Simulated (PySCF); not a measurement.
**Two-dimensional NMR puzzle**

Compound of formula C₆H₇NO. Correlations simulated from computed shifts and the bond graph:

HSQC (one-bond C–H):
```
  δH     δC
8.52  154.0
7.85  144.0
6.94  120.1
6.94  115.5
4.12   55.8
```

COSY cross peaks (H two or three bonds apart, from the bond graph; peaks can be absent where the dihedral angle is near 90°):
```
  δH    δH
8.52  6.94
7.85  6.94
7.85  6.94
```

HMBC (two and three bonds, from the bond graph):
```
  δH                          δC
8.52         171.7, 144.0, 120.1
7.85  171.7, 154.0, 120.1, 115.5
6.94         154.0, 144.0, 115.5
6.94         171.7, 144.0, 120.1
4.12                       171.7
```

Carbons without hydrogens: δ 171.7.

No solvent model, rapidly exchanging positions averaged, one computed conformer, non-relativistic Hamiltonian. GIAO PBE0/pcSseg-1 shieldings; GFN2-xTB geometry; PySCF 2.14.0 with density-fitted response routines.

Chemical shifts δ = σref − σ; ¹H and ¹³C vs TMS, all at this level.

Exchangeable hydrogens are left out of these lists.

**Question.** Work out the connectivity.

**Answer.** `InChI=1S/C6H7NO/c1-8-6-4-2-3-5-7-6/h2-5H,1H3`.

Structure with atom numbers: `[CH3:1][O:2][c:3]1[cH:4][cH:5][cH:6][cH:7][n:8]1`. Each H is labelled by its parent atom.

δC 171.7 is C3, an aromatic carbon bearing oxygen. δC 154.0 is C7, an aromatic CH next to a ring nitrogen (δH 8.52). δC 144.0 is C5, an aromatic CH (δH 7.85). δC 120.1 is C6, an aromatic CH (δH 6.94). δC 115.5 is C4, an aromatic CH (δH 6.94). δC 55.8 is C1, a methyl carbon bonded to O (δH 4.12). HMBC from δH 8.52 reaches the proton-free carbon C3. HMBC from δH 7.85 reaches the proton-free carbon C3. HMBC from δH 6.94 reaches the proton-free carbon C3. HMBC from δH 4.12 reaches the proton-free carbon C3. COSY links 8.52–6.94, 7.85–6.94, 7.85–6.94.

This is the structure that produced the data.

Shifts are as computed. Against solution values, carbons near 30 ppm lie about +3 ppm off and those near 130 ppm about +5 ppm. Of 1211 compounds with measured shifts, 218 miss one by over three times the rms of a fit or turn the order of signals round; such compounds aren't used in these exercises.
